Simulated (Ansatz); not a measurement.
Consider the redistribution: `SB1CO1` + `[F][Zr]([Cl])([Cl])[Cl]` → `ClB1CO1` + `[F][Zr]([SH])([Cl])[Cl]`.

Calculated with Ansatz (gas phase, PBE0-D4/def2-TZVP geometries, no zero-point term in ΔE). CCSD(T)/CBS is the MP2 limit (def2-TZVPP, def2-QZVPP) plus CCSD(T) − MP2 in def2-TZVPP, frozen cores. Functionals use def2-TZVPP. Elements past krypton have def2 core potentials. For Zr outer-core shells are correlated without core-valence functions, which leaves a few kJ/mol of doubt a bond. Each species was taken in one conformer, which may not be the lowest.

```
             level  ΔE (kJ/mol)
           PBE0-D4         57.9
              PBE0         58.4
    MP2/def2-QZVPP         55.2
SCS-MP2/def2-QZVPP         56.5
```

(1) What does CCSD(T)/CBS give? (Estimate.)

Largest T1 diagnostic among the species: 0.017.

Results:

(1) Computed: +56.4 kJ/mol. The listed levels differ from it by 1.5, 2.0, -1.2, 0.1 kJ/mol.

From BLYP to BHLYP (50 % exact exchange), in def2-TZVPP and without D4, ΔE moves by +3.7 kJ/mol. In def2-TZVPP, CCSD(T) changes the Hartree–Fock value by −9.5 kJ/mol (the triples alone add −1.7 kJ/mol) and MP2 by −10.3 kJ/mol. Leaving LDA and LC-ωPBE aside and taking each functional with its dispersion term where it has one, the values, not all of them listed here, spread over 4.5 kJ/mol, from PBE-D4 to ωB97X-V.
